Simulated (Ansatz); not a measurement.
Geometry optimisation, RKS PBE-D4/STO-3G (Ansatz).

Input file:

```yaml
crystal:
  periodic: [false, false, false]
  atoms:
    - { symbol: Si, position_ang: [0.0, 0.0, 0.0] }
    - { symbol: O, position_ang: [0.0, 0.0, 1.68] }
    - { symbol: C, position_ang: [-1.1112, -0.3437, 2.4945] }
    - { symbol: H, position_ang: [-1.814, -0.9775, 1.9143] }
    - { symbol: H, position_ang: [-0.7584, -0.9037, 3.3856] }
    - { symbol: H, position_ang: [-1.6313, 0.5809, 2.8212] }
    - { symbol: O, position_ang: [1.5842, 0.0, -0.5594] }
    - { symbol: C, position_ang: [2.3503, -1.1632, -0.836] }
    - { symbol: H, position_ang: [1.7187, -1.9052, -1.3675] }
    - { symbol: H, position_ang: [3.2179, -0.8926, -1.4733] }
    - { symbol: H, position_ang: [2.7141, -1.6023, 0.1163] }
    - { symbol: O, position_ang: [-0.7913, 1.3709, -0.5594] }
    - { symbol: C, position_ang: [-2.1512, 1.4177, -0.9653] }
    - { symbol: H, position_ang: [-2.7687, 0.8215, -0.2614] }
    - { symbol: H, position_ang: [-2.5023, 2.4707, -0.9639] }
    - { symbol: H, position_ang: [-2.2473, 0.9975, -1.9882] }
    - { symbol: O, position_ang: [-0.7913, -1.3709, -0.5594] }
    - { symbol: C, position_ang: [-1.5365, -2.2685, 0.2501] }
    - { symbol: H, position_ang: [-1.2251, -2.1576, 1.3097] }
    - { symbol: H, position_ang: [-2.6187, -2.04, 0.1571] }
    - { symbol: H, position_ang: [-1.349, -3.3106, -0.083] }
basis:
  gaussian: { orbitals: STO-3G }
hamiltonian:
  xc: pbe
  dispersion: d4
relax:
  f_tol: 0.02
  max_steps: 40
```

Run as:

```bash
$ ansatz run input.yaml --threads 1 --pin off --max-ram 2048MiB --backend cpu --events-out ev --progress --plain --runs-dir out
```

Problem. Where does it end, and by what steps?

Solution. The run converged. The force dipped under the threshold on the way, but the program's further checks kept it going. Limits of this set-up: minimal basis. After 16 steps the energy has fallen by 1.634 eV; H6 moved furthest, 1.10 Å.

```
step  energy less start (eV)  largest force component (eV/Å)  accepted
   0                  0.0000                           2.977       yes
   1                 -0.9727                           1.201       yes
   2                 -1.2781                           0.685       yes
   3                 -1.4157                           0.388       yes
   4                 -1.5325                           0.304       yes
   5                 -1.5853                           0.080       yes
   6                 -1.6079                           0.068       yes
   7                 -1.6054                           0.518        no
   8                 -1.6127                           0.118       yes
   9                 -1.6218                           0.044       yes
  10                 -1.6254                           0.159       yes
  11                 -1.6288                           0.079       yes
  12                 -1.6305                           0.032       yes
  13                 -1.6327                           0.039       yes
  14                 -1.6333                           0.024       yes
  15                 -1.6336                           0.018       yes
  16                 -1.6339                           0.015       yes
```

```xyz
21
Properties=species:S:1:pos:R:3
Si -0.091 -0.221 -0.131
O 0.039 -0.783 1.511
C -0.853 -0.030 2.406
H -1.922 -0.361 2.338
H -0.514 -0.223 3.450
H -0.837 1.077 2.239
O 1.486 0.107 -0.739
C 2.357 -1.057 -0.497
H 2.034 -1.975 -1.053
H 3.374 -0.784 -0.860
H 2.443 -1.330 0.586
O -0.848 1.323 -0.308
C -2.280 1.175 -0.614
H -2.891 0.850 0.268
H -2.652 2.180 -0.922
H -2.490 0.460 -1.449
O -0.799 -1.464 -1.111
C -1.641 -2.361 -0.302
H -1.234 -2.543 0.724
H -2.689 -1.978 -0.187
H -1.702 -3.338 -0.835
```

Whether the end is a true minimum wasn't checked by a vibrational analysis.

Run time: 2.1 min on 1 thread of Arm Neoverse V1, on a shared host, peak memory 0.15 GiB.
